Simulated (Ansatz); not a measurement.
BF2H2N, SMILES `NB(F)F`. Total charge 0; spin multiplicity 1. All single points use the PBE0-D4/def2-TZVP geometry. It is one conformer, not always the lowest.

```xyz
6

N    -0.407   -0.560   -0.278
B     0.352    0.485    0.241
F    -0.153    1.322    1.141
F     1.609    0.681   -0.146
H    -0.044   -1.203   -0.958
H    -1.357   -0.725    0.001
```

(1) What is the dipole moment at r2SCAN/def2-TZVPP? (Estimate.)

(2) And with PBE, B3LYP, ωB97M-V? (Estimate.)

(3) Give the Mulliken charges with r2SCAN, B3LYP, PBE in def2-TZVPP. (Estimate.)

Results:

(1) Computed: 2.68 D, with components (-1.46, -2.01, -1.00) D in this frame, pointing from negative to positive charge.

(2) Ansatz gave: PBE 2.66 D, B3LYP 2.71 D, ωB97M-V 2.68 D.

(3) Computed: 
| atom | r2SCAN | B3LYP | PBE |
| --- | --- | --- | --- |
| N1 | -0.36 | -0.30 | -0.32 |
| B2 | 0.57 | 0.50 | 0.42 |
| F3 | -0.29 | -0.27 | -0.23 |
| F4 | -0.29 | -0.27 | -0.23 |
| H5 | 0.18 | 0.17 | 0.18 |
| H6 | 0.18 | 0.17 | 0.18 |

B3LYP here is the variant with VWN-RPA as its local correlation; programs differ in this.
